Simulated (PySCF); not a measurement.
# Bond length, frequency and bond energy of GeP⁺ by level of theory

State: ³Σ⁻ (triplet), unpaired electrons π ↑↑. Set-up: Ge def2-TZVPPD, P def2-TZVPPD; no relativity (PySCF 2.14). De refers to Ge⁺ + P in their high-spin ground configurations, without counterpoise correction. The functionals are run spin-unrestricted. A positive dipole points towards P; it is taken about the centre of mass and depends on that origin.

| Level | Re (Å) | ωe (cm⁻¹) | De (eV) | μ (D) | CPU s a point (SCF and correlation, without the integrals) |
| --- | --- | --- | --- | --- | --- |
| UHF | 2.296 | 401 | 1.30 | -0.21 | 1.4 |
| UHF-MP2 | 2.284 | 415 | 2.32 | n/a | 2.2 |
| UHF-SCS-MP2 | 2.292 | 405 | 2.28 | n/a | n/a |
| UHF-CCSD | 2.299 | 398 | 2.32 | n/a | n/a |
| UHF-CCSD(T) | 2.307 | 392 | 2.46 | n/a | 59 |
| LDA | 2.305 | 387 | 3.59 | 0.72 | 0.61 |
| PBE | 2.336 | 374 | 3.06 | 0.49 | 0.9 |
| r²SCAN | 2.306 | 392 | 2.88 | 0.53 | 1.1 |
| r²SCANh | 2.298 | 398 | 2.79 | 0.47 | 1.9 |
| PBE0 | 2.303 | 398 | 2.80 | 0.34 | 2.4 |
| B97-3 | 2.322 | 387 | 2.80 | 0.23 | 1.4 |
| BHandHLYP | 2.294 | 403 | 2.52 | 0.20 | 1.5 |
| M06-2X | 2.299 | 403 | 2.63 | 0.36 | 2 |
| LC-ωPBE | 2.259 | 428 | 2.52 | 0.19 | 2.3 |

The bond length runs from 2.259 Å (LC-ωPBE) to 2.336 Å (PBE). De spans 1.30 eV (UHF, mean field) to 3.59 eV (LDA, local density). Correlation at CCSD(T) changes the Hartree–Fock bond energy by +1.16 eV; the triples alone change it by +0.14 eV.

Correlated steps freeze 14 core orbitals. Spin–orbit coupling is left out. For an ion De counts to the pair picked by the measured ionisation energies or electron affinities, which need not be the lowest pair at this level. The state is the lowest determinant that a PBE0 search found; another state may lie lower at other levels.

The whole job (state search and all levels along the bond) took about 6.7 min on 2 threads of AMD EPYC 9R45 96-Core (shared host), peak memory 4.4 GiB.
